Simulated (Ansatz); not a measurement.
`O=C=C=C[SiH3]`, 9 atoms. Total charge 0; spin multiplicity 1. All runs use 2 threads of an Arm Neoverse V2 on a shared host. Correlated methods freeze the cores.

Q: How many basis functions does each run have, and how long does it take in Ansatz? RHF-CCSD(T)/def2-SVP energy; RKS PBE0-D4/def2-QZVPP energy; RKS ωB97M-V/def2-SVP energy; direct RPA on PBE orbitals/def2-TZVPP energy; RKS PBE-QIDH (frozen core)/def2-TZVPP energy; RKS SPW92 (LDA)/def2-TZVPP energy; RHF-CCSD(T)/def2-TZVPP energy; RHF-MP2/def2-QZVPP energy; RKS PBE0-D4/def2-TZVP relaxation (9 steps); RKS PBE0-D4/def2-SVP energy; RKS PBE0-D4/def2-TZVP frequencies; RKS r2SCAN-D4/def2-TZVPP energy and forces. (Estimate.)

A: Ansatz gave: Other jobs shared the machine, so times are rough.

```tsv
level	job	functions	wall time	peak host memory (GiB)
RKS PBE0-D4/def2-SVP	energy	94	1.1 s	0.48
RKS SPW92 (LDA)/def2-TZVPP	energy	222	1.5 s	0.24
RHF-CCSD(T)/def2-SVP	energy	94	4.4 s	0.48
RKS ωB97M-V/def2-SVP	energy	94	4.5 s	0.48
RKS r2SCAN-D4/def2-TZVPP	energy and forces	222	6 s	0.27
direct RPA on PBE orbitals/def2-TZVPP	energy	222	6.5 s	0.48
RKS PBE-QIDH (frozen core)/def2-TZVPP	energy	222	8 s	0.49
RKS PBE0-D4/def2-QZVPP	energy	418	8.5 s	1.1
RHF-MP2/def2-QZVPP	energy	418	24 s	2
RKS PBE0-D4/def2-TZVP	relaxation (9 steps)	185	37 s	0.41
RHF-CCSD(T)/def2-TZVPP	energy	222	110 s	3.5
RKS PBE0-D4/def2-TZVP	frequencies	185	2.6 min	0.48
```
